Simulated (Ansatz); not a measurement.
`C[O][Ge][F]` + H₂S → `[F][Ge][SH]` + CH₃OH at 400 K and 1 bar (ligand exchange at a Ge–O bond).

Isolated molecules relaxed with PBE0-D4/def2-TZVP in Ansatz; ΔE leaves out vibrations. CCSD(T)/CBS is the MP2 limit (def2-TZVPP, def2-QZVPP) plus CCSD(T) − MP2 in def2-TZVPP, frozen cores. This one scheme is used for every species. For Ge outer-core shells are correlated without core-valence functions, which leaves a few kJ/mol of doubt a bond. Scalar relativity is left out up to krypton. Each species was taken in one conformer, which may not be the lowest.

```csv
species,CCSD(T)/CBS energy (Eh),H − E (kJ/mol),S (J/(mol·K))
`C[O][Ge][F]`,-2290.98541,140.3,344.7
H₂S,-398.97279,53.4,215.9
`[F][Ge][SH]`,-2574.33845,50.3,314.5
CH₃OH,-115.61712,151.2,252.6
```

H − E and S are ideal-gas, rigid-rotor, harmonic terms from PBE0-D4/def2-TZVP, for one conformer and one mirror image of each species. 1 Eh = 2625.50 kJ/mol, R = 8.31446 J/(mol·K).

**Question.** By hand: ΔE, ΔH, ΔS and ΔG.

**Answer.** ΔE = (-2574.33845) + (-115.61712) − (-2290.98541) − (-398.97279) = 0.00263 Eh = 6.9 kJ/mol. Δ(H − E) = 50.3 + 151.2 − 140.3 − 53.4 = 7.8, so ΔH = 14.7 kJ/mol. ΔS = 314.5 + 252.6 − 344.7 − 215.9 = 6.5 J/(mol·K). ΔG = 14.7 − 400 × (6.5)/1000 = 12.1 kJ/mol.

**Question.** By hand: the equilibrium constant, and the temperature at which ΔG would vanish if ΔH and ΔS stayed fixed.

**Answer.** log₁₀ K = −ΔG/(RT ln 10) = -1.6. ΔG = 0 at ΔH/ΔS = 2262 K, though so small a ΔS makes that figure unsure.

The number of gas molecules stays the same, so ΔS is small and ΔH decides. A doubt of 5 kJ/mol in ΔE shifts log₁₀ K by 0.7 here. Other conformers and mirror images would add mixing entropy, several J/(mol·K) or more a flexible species. These are equilibria of isolated gas molecules and say nothing of rates. Largest T1 diagnostic: 0.015 (customary marks: 0.02 for closed shells, 0.045 for open ones).
